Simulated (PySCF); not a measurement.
Molecule: `C=C[C@H]1C[SiH2]1`, C4H8Si.

Geometry (Å), atoms numbered from 1 in this order:
```xyz
13

C     1.840    0.084   -0.632
C     1.215    0.280    0.522
C    -0.232    0.327    0.731
C    -1.182    0.648   -0.433
Si   -1.337   -1.123    0.157
H     2.914    0.053   -0.692
H     1.311   -0.047   -1.561
H     1.806    0.395    1.423
H    -0.504    0.798    1.669
H    -1.958    1.365   -0.201
H    -0.705    0.876   -1.375
H    -0.693   -2.175   -0.606
H    -2.480   -1.480    0.980
```

Frames of a GFN2-xTB Langevin trajectory at 200 K; GIAO PBE0/pcSseg-1 shieldings in PySCF, gas phase, non-relativistic; equivalent atoms averaged within each frame.

δ = σ(ref) − σ, references computed at the same level: ¹³C (σref 186.93), ²⁹Si (σref 349.16), ¹H (σref 31.72) against TMS. The references are static minima.

How do the shifts (ppm) fluctuate along the trajectory?

Results:


```tsv
time (fs)	C2	C1	C3	C4	Si5	H8	H6	H7	H12	H13
optimised geometry	149.9	109.5	13.5	3.8	-126.9	6.98	4.92	4.69	2.37	3.01
250	159.6	117.6	16.6	6.0	-128.7	7.41	5.64	5.30	2.65	2.58
425	145.4	107.9	23.1	-0.1	-132.0	6.69	5.14	5.14	2.55	3.04
625	149.8	109.6	8.4	8.7	-133.5	7.46	5.04	4.71	1.83	2.13
800	155.1	110.7	18.0	5.2	-119.5	8.02	5.05	5.75	3.02	3.69
1000	148.9	101.8	23.0	6.9	-121.6	7.76	4.75	5.11	2.27	4.19
mean of frames	151.8	109.5	17.8	5.3	-127.1	7.47	5.12	5.20	2.46	3.13
standard deviation	5.6	5.7	6.0	3.3	6.2	0.50	0.32	0.37	0.45	0.83
```

5 frames give an uncertainty of the mean of about the standard deviation over 2.2 at best, since frames this close in time may not be independent; classical motion lacks zero-point vibration, and the reference would need the same averaging.
